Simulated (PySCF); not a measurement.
CH3Si, charge +1, multiplicity 1. Atoms are numbered in the order given.

```xyz
5

C      0.0000     0.0000    -1.0442
Si     0.0000     0.0000     0.7571
H      0.8898     0.5137    -1.4445
H     -0.8898     0.5137    -1.4445
H      0.0000    -1.0274    -1.4445
```
Charge +1, spin multiplicity 1.

Geometry: r2SCAN-D4/def2-TZVP. The spin state was assumed, not searched. The isomer is the one that the SMILES or the coordinates give; other isomers of the formula were not compared.

Level of theory: M06-2X/def2-TZVPD (PySCF).

Isolated molecule, no solvent.

The total energy is -329.03545 hartree, the point group is C3v and the highest occupied level is -15.44 eV. The lowest empty level is -8.28 eV, the orbital gap comes out as 7.16 eV and the dipole moment about the centre of nuclear charge is 0.67 D. The mean static polarisability is 32.3 bohr³ (4.78 Å³). The polarisability, principal values is 29.3, 29.3, 38.2 bohr³.
